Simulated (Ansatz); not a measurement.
Steps of a relaxation of CH7BClNSi with RKS PBE0-D4/def2-TZVP.

```sh
$ ansatz run in.yaml --threads 4 --pin off --events-out ev --progress --plain --max-ram 10444MiB
```

```yaml
crystal:
  periodic: [false, false, false]
  atoms:
    - {symbol: N, position_ang: [0.058515, 1.151117, 0.645427]}
    - {symbol: C, position_ang: [-1.244033, 0.415734, 0.580132]}
    - {symbol: B, position_ang: [0.077851, -0.450482, 0.712979]}
    - {symbol: Si, position_ang: [0.827194, -1.213853, -0.986727]}
    - {symbol: Cl, position_ang: [0.627673, 0.397166, -2.398229]}
    - {symbol: H, position_ang: [0.359812, 1.590423, -0.239641]}
    - {symbol: H, position_ang: [0.246828, 1.722508, 1.474578]}
    - {symbol: H, position_ang: [-1.884368, 0.609787, 1.455898]}
    - {symbol: H, position_ang: [-1.755302, 0.573853, -0.384175]}
    - {symbol: H, position_ang: [0.388481, -0.906309, 1.798809]}
    - {symbol: H, position_ang: [0.082789, -2.371342, -1.602533]}
    - {symbol: H, position_ang: [2.291659, -1.573603, -1.022418]}
basis:
  gaussian: {orbitals: def2-TZVP}
hamiltonian: {xc: pbe0, dispersion: d4}
relax: {f_tol: 0.005, max_steps: 150}
```

Positions (Å) and forces (eV/Å) along the path, 9 of 9 steps:

```xyz
12
step=1 energy=-23709.5231 eV
N     0.059    1.151    0.645    0.216    0.344   -0.074
C    -1.244    0.416    0.580   -0.097    0.080   -0.007
B     0.078   -0.450    0.713   -0.135    0.145    0.197
Si    0.827   -1.214   -0.987    0.035    0.087   -0.292
Cl    0.628    0.397   -2.398    0.085   -0.414    0.254
H     0.360    1.590   -0.240   -0.270   -0.286    0.678
H     0.247    1.723    1.475   -0.171   -0.395   -0.560
H    -1.884    0.610    1.456    0.359   -0.080   -0.479
H    -1.755    0.574   -0.384    0.272   -0.065    0.540
H     0.388   -0.906    1.799   -0.120    0.190   -0.389
H     0.083   -2.371   -1.603    0.152    0.281    0.135
H     2.292   -1.574   -1.022   -0.324    0.115   -0.003
12
step=2 energy=-23709.5740 eV
N     0.058    1.148    0.652    0.060    0.051   -0.116
C    -1.238    0.413    0.581    0.030    0.045    0.024
B     0.077   -0.448    0.707   -0.075    0.105    0.040
Si    0.823   -1.210   -0.987    0.021    0.118   -0.175
Cl    0.649    0.352   -2.418    0.003   -0.122    0.113
H     0.344    1.598   -0.218   -0.068   -0.078    0.236
H     0.235    1.708    1.476   -0.045   -0.116   -0.137
H    -1.868    0.606    1.448    0.088   -0.045   -0.127
H    -1.744    0.581   -0.369    0.069   -0.036    0.148
H     0.384   -0.896    1.781   -0.040    0.049   -0.115
H     0.080   -2.353   -1.594    0.043    0.040    0.070
H     2.276   -1.554   -1.025   -0.085   -0.010    0.039
12
step=3 energy=-23709.5808 eV
N     0.060    1.150    0.652   -0.046   -0.080   -0.025
C    -1.233    0.415    0.578    0.045   -0.007    0.022
B     0.077   -0.442    0.691   -0.006    0.039   -0.043
Si    0.824   -1.200   -0.998   -0.020    0.014    0.054
Cl    0.646    0.347   -2.425    0.015   -0.035   -0.015
H     0.337    1.612   -0.205    0.022    0.041   -0.026
H     0.234    1.697    1.479    0.005    0.017    0.054
H    -1.859    0.592    1.444   -0.020    0.011    0.033
H    -1.742    0.586   -0.363   -0.019    0.011   -0.039
H     0.381   -0.893    1.757    0.013   -0.017    0.030
H     0.085   -2.356   -1.571   -0.016   -0.010   -0.025
H     2.266   -1.563   -1.006    0.028    0.015   -0.020
12
step=4 energy=-23709.5817 eV
N     0.058    1.152    0.656   -0.012   -0.037   -0.036
C    -1.234    0.417    0.579    0.008   -0.004    0.016
B     0.077   -0.440    0.689    0.000    0.012   -0.016
Si    0.824   -1.203   -0.998    0.000    0.009    0.012
Cl    0.651    0.331   -2.436   -0.004    0.011   -0.016
H     0.336    1.620   -0.198    0.012    0.025    0.000
H     0.232    1.694    1.487    0.004    0.000    0.019
H    -1.860    0.591    1.446   -0.009    0.005    0.011
H    -1.743    0.592   -0.362   -0.006    0.004   -0.014
H     0.381   -0.893    1.755    0.004   -0.010    0.015
H     0.085   -2.358   -1.573   -0.004   -0.011    0.005
H     2.269   -1.558   -1.011    0.007   -0.002    0.005
12
step=5 energy=-23709.5819 eV
N     0.058    1.152    0.656    0.002   -0.007   -0.022
C    -1.234    0.418    0.579   -0.005    0.000    0.007
B     0.076   -0.439    0.687    0.003    0.004   -0.004
Si    0.824   -1.202   -0.999   -0.002    0.001   -0.002
Cl    0.650    0.327   -2.443   -0.004    0.003    0.000
H     0.336    1.624   -0.196    0.006    0.011    0.009
H     0.233    1.691    1.490    0.001   -0.004    0.003
H    -1.860    0.592    1.447   -0.003    0.001    0.000
H    -1.744    0.595   -0.362    0.000    0.000   -0.002
H     0.381   -0.895    1.753    0.001   -0.004    0.002
H     0.086   -2.361   -1.570    0.002   -0.005    0.004
H     2.271   -1.556   -1.010    0.000    0.000    0.004
12
step=6 energy=-23709.5820 eV
N     0.059    1.152    0.657    0.010    0.010   -0.008
C    -1.234    0.419    0.578   -0.012    0.000    0.004
B     0.076   -0.438    0.684    0.000   -0.009    0.009
Si    0.824   -1.203   -1.000    0.001    0.001   -0.005
Cl    0.645    0.322   -2.448   -0.003   -0.002    0.002
H     0.338    1.630   -0.191   -0.001   -0.001    0.008
H     0.234    1.686    1.495   -0.001   -0.005   -0.005
H    -1.861    0.592    1.446    0.002    0.001   -0.006
H    -1.744    0.599   -0.363    0.005   -0.001    0.004
H     0.380   -0.896    1.749   -0.003    0.002   -0.004
H     0.089   -2.367   -1.566    0.004    0.002    0.002
H     2.271   -1.553   -1.009   -0.003    0.002    0.000
12
step=7 energy=-23709.5821 eV
N     0.062    1.150    0.660    0.001    0.003    0.001
C    -1.235    0.424    0.577    0.015   -0.007   -0.029
B     0.070   -0.442    0.685    0.010    0.006    0.006
Si    0.823   -1.202   -1.000   -0.011   -0.011    0.008
Cl    0.625    0.317   -2.452    0.001    0.002    0.003
H     0.346    1.628   -0.187   -0.001    0.004    0.002
H     0.239    1.681    1.498   -0.002   -0.005   -0.003
H    -1.863    0.601    1.442   -0.006   -0.001    0.002
H    -1.737    0.604   -0.367   -0.008    0.007    0.013
H     0.371   -0.902    1.750    0.001   -0.002   -0.002
H     0.101   -2.376   -1.561    0.002    0.000   -0.001
H     2.274   -1.537   -1.010   -0.001    0.005    0.000
12
step=8 energy=-23709.5821 eV
N     0.063    1.150    0.660    0.000   -0.003    0.006
C    -1.234    0.423    0.576    0.005    0.003    0.000
B     0.071   -0.441    0.684   -0.001   -0.001   -0.007
Si    0.823   -1.203   -1.000   -0.002    0.005    0.004
Cl    0.623    0.316   -2.451    0.000   -0.001    0.001
H     0.345    1.630   -0.186    0.003    0.001   -0.002
H     0.239    1.680    1.499   -0.002    0.001    0.000
H    -1.863    0.599    1.441    0.003    0.002   -0.002
H    -1.737    0.608   -0.368   -0.007   -0.004   -0.001
H     0.371   -0.902    1.749    0.000   -0.001    0.000
H     0.102   -2.378   -1.561   -0.001   -0.001    0.000
H     2.274   -1.535   -1.010    0.002   -0.001   -0.001
12
step=9 energy=-23709.5821 eV
N     0.063    1.150    0.660   -0.001    0.002    0.001
C    -1.234    0.424    0.575   -0.001   -0.004   -0.001
B     0.071   -0.441    0.684   -0.002   -0.002    0.002
Si    0.823   -1.203   -1.000    0.000    0.000   -0.001
Cl    0.622    0.315   -2.451    0.000    0.000   -0.001
H     0.346    1.630   -0.186    0.002    0.001    0.000
H     0.239    1.679    1.500   -0.001    0.000   -0.001
H    -1.863    0.599    1.441    0.002    0.000    0.000
H    -1.738    0.607   -0.368    0.000    0.001    0.000
H     0.370   -0.903    1.749    0.001    0.000    0.000
H     0.103   -2.379   -1.560    0.000    0.001    0.001
H     2.274   -1.534   -1.011   -0.001    0.000    0.000
```

It took 42 s on 4 threads of an Arm Neoverse V1 on a shared host, with 0.59 GiB of host memory at the peak.
